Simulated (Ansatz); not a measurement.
The cluster Li5Al3. Total charge 0; triplet. Geometry r2SCAN-D4/def2-SVP, that of the neutral singlet; atoms count from 1.

```
atom   x (Å)   y (Å)   z (Å)
 Al1   0.514   0.077   0.738
 Al2   0.850  -1.343  -1.361
 Al3  -1.207   0.340  -1.247
 Li4  -2.159   0.214   1.263
 Li5  -0.629   2.512   0.227
 Li6   0.897   0.920   3.115
 Li7   2.589  -1.606   0.698
 Li8  -0.856  -1.114  -3.432
```

At PBE0-D4/def2-TZVP a singlet of charge 0 lies 0.93 eV below the triplet at the same geometry. Another isomer (singlet) lies 0.03 eV lower at PBE0-D4/def2-TZVP; other spin states weren't run for this one.

Problem. Estimate the Mulliken populations from the PBE0/def2-TZVP orbitals of Ansatz.

Solution. 
```tsv
atom	charge (e)	spin (α − β)
Al1	-1.13	-0.15
Al2	-0.39	0.58
Al3	-0.73	0.35
Li4	0.40	0.39
Li5	0.43	0.37
Li6	0.37	0.34
Li7	0.55	0.07
Li8	0.51	0.03
```
Mulliken values depend strongly on the basis.

Problem. Where does the spin sit?

Solution. Summed by element: Al 0.79, Li 1.21, of 2 unpaired in all. Largest on single atoms: Al2 0.58, Li4 0.39, Li5 0.37.

Problem. And the Mayer bond orders between heavy atoms (over 0.3)?

Solution. Al1–Al2 1.01 (2.56 Å); Al1–Al3 1.01 (2.64 Å); Al1–Li6 0.32 (2.55 Å); Al1–Li7 0.37 (2.67 Å); Al2–Al3 0.82 (2.66 Å); Al2–Li8 0.32 (2.69 Å); Al3–Li8 0.33 (2.65 Å).
